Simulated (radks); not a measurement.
Problem. Isoelectronic series with 34 electrons, all held in the configuration [Ar] 3d10 4s2 4p4, which need not be the ground one along the series. All-electron calculation, scalar-relativistic Kohn-Sham, PBE, spin-polarised, spherical densities, finite nucleus; open shells are filled with parallel spins first (spin-orbit coupling, left out, can overturn this in heavy ions); Fermi nuclear charge, rms radius of each element as measured or else 0.836 A^(1/3) + 0.57 fm. Program: a radial shooting solver on a logarithmic mesh with Libxc functionals. Total energies (hartree) and mean radii <r> (bohr):

| ion | E (hartree) | 4p down | 4p up |
|---|---|---|---|
| Se | -2429.97348 | 2.344 | 2.277 |
| Br+ | -2605.96368 | 1.979 | 1.949 |
| Kr2+ | -2788.82853 | 1.747 | 1.730 |
| Rb3+ | -2978.56749 | 1.579 | 1.568 |
| Sr4+ | -3175.18963 | 1.447 | 1.439 |
| Zr6+ | -3589.14883 | 1.250 | 1.246 |

Estimate the row of Nb7+.

Solution. E (hartree) -3806.52735; 4p down 1.173; 4p up 1.170.
